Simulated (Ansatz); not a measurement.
A geometry relaxed with PBE-D3(BJ)/def2-SVP (Ansatz, a quantum-chemistry and plane-wave program), charge 0, multiplicity 1:

```xyz
23

H     -2.6048    -0.2610    -0.9930
Ge    -3.5320     1.5192     1.6301
F      1.7243     8.7564     4.9489
H     -0.2061     7.1928     2.0140
Ge    -1.8601     3.2804     1.3668
Ge    -1.5080     4.5170     3.4438
Ge    -3.9371     0.3451    -0.4753
Ge     0.4657     7.5409     5.2221
H     -0.8178     8.3328     5.6001
H     -6.9698    -0.9019     0.2598
H     -0.5160     2.6477     0.9088
H     -4.8641     2.1399     2.1388
F     -5.8241    -2.2320    -1.7358
Ge     0.2007     6.2440     3.1738
H      1.5527     5.5752     2.8061
H      0.9564     6.6800     6.4203
H     -3.0486     0.5046     2.7051
H     -5.0828    -2.5456     0.7972
Ge    -5.5756    -1.4359    -0.1740
H     -4.4588     1.3542    -1.5336
H     -2.8462     5.1756     3.8846
H     -2.3214     4.2668     0.2572
H     -1.0769     3.5347     4.5696
```

Task: Write the SMILES of this molecule.

Result: `[F][GeH2][GeH2][GeH2][GeH2][GeH2][GeH2][GeH2][F]`
